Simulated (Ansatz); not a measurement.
`[CH3][Al]([CH3])[AlH][Cl]` and `[CH3][Al]([CH3])[BH][SiH3]` differ in one atom or group.

Ansatz, PBE0-D4/def2-TZVP geometries, multiplicity 1. Each molecule was computed in one conformer, which needn't be the lowest.

```
                                          property  `[CH3][Al]([CH3])[AlH][Cl]`
  size of the dipole moment (B3LYP/def2-TZVPP) / D                         2.51
size of the dipole moment (ωB97M-V/def2-TZVPP) / D                         2.56
                 HOMO energy (PBE/def2-TZVPP) / eV                        -5.67
                 LUMO energy (PBE/def2-TZVPP) / eV                        -3.17
               HOMO energy (B3LYP/def2-TZVPP) / eV                        -6.54
                LUMO energy (PBE0/def2-TZVPP) / eV                        -2.47
```

Task: Give the same properties after the change, and the shifts. (Estimate.)

Result: Computed: 
```json
{"property": "size of the dipole moment (B3LYP/def2-TZVPP) / D", "`[CH3][Al]([CH3])[BH][SiH3]`": "1.00", "shift": "-1.51"}
{"property": "size of the dipole moment (ωB97M-V/def2-TZVPP) / D", "`[CH3][Al]([CH3])[BH][SiH3]`": "1.00", "shift": "-1.56"}
{"property": "HOMO energy (PBE/def2-TZVPP) / eV", "`[CH3][Al]([CH3])[BH][SiH3]`": "-5.75", "shift": "-0.08"}
{"property": "LUMO energy (PBE/def2-TZVPP) / eV", "`[CH3][Al]([CH3])[BH][SiH3]`": "-3.46", "shift": "-0.29"}
{"property": "HOMO energy (B3LYP/def2-TZVPP) / eV", "`[CH3][Al]([CH3])[BH][SiH3]`": "-6.69", "shift": "-0.15"}
{"property": "LUMO energy (PBE0/def2-TZVPP) / eV", "`[CH3][Al]([CH3])[BH][SiH3]`": "-2.53", "shift": "-0.06"}
```

With PBE0 the HOMO falls by 0.16 eV and the LUMO falls by 0.06 eV, so the gap widens by about 0.10 eV. PBE moves the HOMO by -0.08 eV and ωB97M-V by -0.34 eV. Dipoles are sizes alone; their direction can turn.

B3LYP here is the variant with VWN-RPA as its local correlation; programs differ in this.
